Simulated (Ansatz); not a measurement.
Consider the ligand exchange at the Si–O bond: `[NH2][Sn][O][SiH3]` + `[OH][Al]([O][SiH3])[O][SiH3]` → `[SiH3][O][Al]([O][SiH3])[O][SiH3]` + `[NH2][Sn][OH]`.

Program: Ansatz. Geometries: PBE0-D4/def2-TZVP. ΔE: electronic, gas phase. CCSD(T)/CBS is the MP2 limit (def2-TZVPP, def2-QZVPP) plus CCSD(T) − MP2 in def2-TZVPP, frozen cores. Functionals use def2-TZVPP. Elements past krypton have def2 core potentials. For Sn outer-core shells are correlated without core-valence functions, which leaves a few kJ/mol of doubt a bond. One conformer a species, not always the lowest.

| species | revPBE energy (Eh) |
| --- | --- |
| `[NH2][Sn][O][SiH3]` | -636.87190 |
| `[OH][Al]([O][SiH3])[O][SiH3]` | -1051.41463 |
| `[SiH3][O][Al]([O][SiH3])[O][SiH3]` | -1342.08876 |
| `[NH2][Sn][OH]` | -346.19785 |

(1) Work out ΔE.

Largest T1 diagnostic among the species: 0.017.

Results:

(1) ΔE = (-1342.08876) + (-346.19785) − (-636.87190) − (-1051.41463) = -0.00008 Eh = -0.2 kJ/mol. CCSD(T)/CBS gives +3.0 kJ/mol.

Leaving LDA and LC-ωPBE aside and taking each functional with its dispersion term where it has one, the values, not all of them listed here, spread over 3.4 kJ/mol, from CAM-B3LYP-D4 to revPBE-D4. At CCSD(T), def2-SVP lies +3.2 kJ/mol from the extrapolated value and def2-TZVPP −0.1 kJ/mol. In def2-TZVPP, CCSD(T) changes the Hartree–Fock value by +7.4 kJ/mol (the triples alone add +1.5 kJ/mol) and MP2 by +8.3 kJ/mol.
